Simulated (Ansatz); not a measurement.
System: C₄H₆O, charge 0, singlet. C4H6O (cyclobutanone, SMILES C1CCC1=O).
B3LYP-D3(BJ)/def2-TZVP minimum from Ansatz (a quantum-chemistry and plane-wave program):
```xyz
11

O      1.8447    -0.1819    -0.2668
C      0.6673    -0.0658    -0.0965
C     -0.3671     0.9822    -0.5228
C     -1.4544     0.1434     0.2104
C     -0.3864    -0.9079     0.6317
H     -0.1716     1.9757    -0.1161
H     -0.4763     1.0694    -1.6049
H     -1.9263     0.6578     1.0446
H     -2.2309    -0.2479    -0.4432
H     -0.2021    -1.0025     1.7031
H     -0.5068    -1.9088     0.2142
```
Charge 0, spin multiplicity 1.

Total energies in cc-pVDZ, 28 correlated electrons, 5 frozen orbitals. Radicals and triplets start from unrestricted determinants; spin-orbit coupling is neglected. Cores are frozen in correlated methods. No relativity.

```
method    program  energy (Eh)  minus CCSDT(Q) (mEh)
--------  -------  -----------  --------------------
HF         Ansatz   -229.81430                794.21
MP2        Ansatz   -230.53675                 71.76
CCSD       Ansatz   -230.57967                 28.84
CCSD(T)    Ansatz   -230.60564                  2.87
CCSDT(Q)   Ansatz   -230.60851                  0.00
```

Rough core times of Ansatz's runs on a shared machine: CCSD(T) under 20 s, CCSDT(Q) 20 min.
